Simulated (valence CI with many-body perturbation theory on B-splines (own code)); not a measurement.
Al VII: calculation against measured levels

Level of theory: valence CI with perturbative core correlation (CI+MBPT): five valence electrons over a frozen Dirac-Fock core [He], a basis of 9 s, 9 p, 8 d, 6 f, 3 g, 1 h functions for each j, with the one-electron correlation potential Σ1 (screened to all orders), the two-electron term Σ2, the three-electron term Σ3, Breit, model QED; selected single and double excitations, second order for the rest, scaled by the run's own slope (own B-spline code, finite nucleus).

Set against measurement, 27 paired levels are off by 253 cm⁻¹ on average, the worst by 601. These come from a selection out of NIST levels in Kelleher and Podobedova, J. Phys. Chem. Ref. Data 37, 709 (2008); Martin and Zalubas, J. Phys. Chem. Ref. Data 8, 817 (1979). Levels without a partner in it may be off by more. Among the levels kept, up to 2700 cm⁻¹ of a level comes from second order outside the variational space, and about a tenth of that is noise between levels of different J, which matters for small intervals. 1 measured level below the end of the list, from 1318010 cm⁻¹ on, found no clear computed partner, and computed levels of the same name lie up to 2685 cm⁻¹ from them.

Measured levels: NIST levels in Kelleher and Podobedova, J. Phys. Chem. Ref. Data 37, 709 (2008); Martin and Zalubas, J. Phys. Chem. Ref. Data 8, 817 (1979). Pairs share parity and J, and are chosen by configuration, term and nearness in energy; levels without a clear partner are left out. Energies in cm⁻¹ above the measured ground level. The last column is blank where CI alone has no clear partner.

```
 Computed label  Label in the source  Measured   Computed  Difference  CI alone, difference
 2s²2p³ ⁴S°_3/2          2s2 2p3 4S°         0        0.0           0                     0
 2s²2p³ ²D°_3/2          2s2 2p3 2D°     62313    62592.8        +280                  +107
 2s²2p³ ²D°_5/2          2s2 2p3 2D°     62369    62658.8        +290                  +379
 2s²2p³ ²P°_1/2          2s2 2p3 2P°     94603    94980.3        +377                   +31
 2s²2p³ ²P°_3/2          2s2 2p3 2P°     94869    95238.2        +369                   +95
   2s2p⁴ ⁴P_5/2            2s 2p4 4P    280200   280268.6         +69                 +1621
   2s2p⁴ ⁴P_3/2            2s 2p4 4P    282670   282736.2         +66                 +1589
   2s2p⁴ ⁴P_1/2            2s 2p4 4P    283970   284044.4         +74                 +1685
   2s2p⁴ ²D_5/2            2s 2p4 2D    385860   386252.0        +392                 +2584
   2s2p⁴ ²D_3/2            2s 2p4 2D    385910   386294.3        +384                 +2493
   2s2p⁴ ²S_1/2            2s 2p4 2S    453060   453661.0        +601                 +2374
   2s2p⁴ ²P_3/2            2s 2p4 2P    477690   478261.6        +572                 +4331
   2s2p⁴ ²P_1/2            2s 2p4 2P    480660   481244.9        +585                 +4407
    2p⁵ ²P°_3/2              2p5 2P°    735750   736183.8        +434                 +5371
    2p⁵ ²P°_1/2              2p5 2P°    739700   740125.6        +426                 +5575
2s²2p²3s ⁴P_1/2        2p2(3P) 3s 4P   1147200  1146868.5        -332                 -1426
2s²2p²3s ⁴P_3/2        2p2(3P) 3s 4P   1148650  1148416.5        -234                 -1223
2s²2p²3s ⁴P_5/2        2p2(3P) 3s 4P   1150950  1150701.1        -249                  -937
2s²2p²3s ²P_1/2        2p2(3P) 3s 2P   1163940  1163851.6         -88                  -952
2s²2p²3s ²P_3/2        2p2(3P) 3s 2P   1166720  1166629.8         -90                  -638
2s²2p²3s ²S_1/2            2p2 3s 2S   1248430  1248618.2        +188                 -1114
2s²2p²3d ²P_3/2        2p2(3P) 3d 2P   1317220  1317219.6           0                  -832
2s2p³3s ⁴S°_3/2   2s 2p3(5S°) 3s 4S°   1322150  1321762.3        -388                   +42
2s²2p²3d ²F_5/2        2p2(3P) 3d 2F   1324930  1325077.9        +148                  -708
2s²2p²3d ⁴P_5/2        2p2(3P) 3d 4P   1326900  1326871.2         -29                  -657
2s²2p²3d ⁴P_3/2        2p2(3P) 3d 4P   1327890  1327912.6         +23                  -520
2s²2p²3d ²F_7/2        2p2(3P) 3d 2F   1327910  1328055.2        +145                  -402
2s²2p²3d ⁴P_1/2        2p2(3P) 3d 4P   1328450  1328440.2         -10                  -503
```

Over 27 excited levels the mean absolute difference is 253 cm⁻¹, the median 249 and the largest 601. For the 27 levels that pair on every rung the mean is CI alone 1578, + Σ1 1144, + Σ2 878, + Σ3 421, + Breit 362, + QED 253. The comparison draws on a selection of the measured levels: 28 of the 66 computed ones have a partner in it, and others may be off by more.

These 1 measured levels below the end of the computed list are not counted above. Beside each stands the unpaired computed level of its name, or else the nearest of its J and parity; the gap is either an error of the method or a doubtful assignment.

| Label in the source | J | Measured | Unpaired level | Computed |
| --- | --- | --- | --- | --- |
| 2p2(3P) 3d 2P | 1/2 | 1318010 | 2s²2p²3d ²P_1/2 | 1320695 |
